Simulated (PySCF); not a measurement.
# Worked example: chemical shift, span and skew from a shielding tensor

Ga(H)(Cl)(NH2) (ClGaH₃N), SMILES [NH2][GaH][Cl]. Atoms are numbered in the order given.

```xyz
6

Ga    -0.4019    -0.3846     0.0000
H     -1.9208    -0.6736     0.0000
Cl     0.3150     1.6404     0.0000
N      0.9114    -1.6157     0.0000
H      1.8872    -1.3728     0.0000
H      0.7559    -2.6086     0.0000
```

Coordinates come from a PBE0-D3(BJ)/def2-TZVP optimisation. One conformer was computed; it need not be the lowest.

GIAO shieldings from HF/pcSseg-2 (PySCF), non-relativistic, no solvent. The symmetric part of the tensor of N4 has the principal values 185.8, 237.7, 268.8 ppm. The same nucleus in NH3 has σ = 262.2 ppm at this level (PySCF, at its B3LYP-D3(BJ)/def2-TZVP geometry). Without spin–orbit terms, shifts of atoms bonded to Cl or Br come out too high.

**Question.** Work out the isotropic shielding, the ¹⁵N shift against NH3, the span and the skew.

**Answer.** 
σ(iso) = (σ11 + σ22 + σ33)/3 = 230.8 ppm. δ = σ(ref) − σ(iso) = 262.2 − (230.8) = 31.4 ppm.
Span Ω = σ33 − σ11 = 83.0 ppm. Skew κ = 3(σ(iso) − σ22)/Ω = -0.25. Tumbling in solution averages the tensor to δ; in a static solid the shielding alone would spread this spin-1/2 line over Ω.
